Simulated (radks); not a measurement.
Results of a calculation; reference values are marked as such.
Q: Numerical settings for neutral manganese, [Ar] 3d5 4s2. Code: a radial shooting solver on a logarithmic mesh with Libxc functionals. Model: non-relativistic Kohn-Sham, PBE, spin-polarised, spherical densities, point nucleus; open shells are filled with parallel spins first. The defaults (mesh step 0.008 in ln r, mesh end at 40 bohr or more with all orbitals vanishing there, Anderson mixing 0.5 over 9 steps, residual threshold near 1e-9 with the energy settled to 1e-9 hartree or 1e-11 of itself, here a cap of 58 iterations) give E = -1150.7561 hartree and 4s at -4.417 eV in 14 iterations. Run on one thread of a shared host, so times are rough (Arm Neoverse N1): 0.19 s of CPU time, 0.19 s wall, 14 iterations on 2669 mesh points. One setting is changed at a time: mesh step in ln r 0.08; mesh step in ln r 0.003; mesh step in ln r 0.2; mesh end (bohr) 2; mesh end (bohr) 20; residual threshold 0.1; residual threshold 0.001; mixing 0.05; linear mixing, mixing 0.05; linear mixing, mixing 0.8; mixing history 2; iteration cap 2. Which runs fail to converge, and which converge to a wrong energy?

A: Not converged within the cap: mesh step in ln r 0.2; linear mixing, mixing 0.05; linear mixing, mixing 0.8; iteration cap 2. Settled on a wrong energy, with an occupied level pushed above zero by the early mesh end: mesh end (bohr) 2 (+8.95 hartree). Apart from these: no run marked as converged misses the energy by more than 1 mhartree.
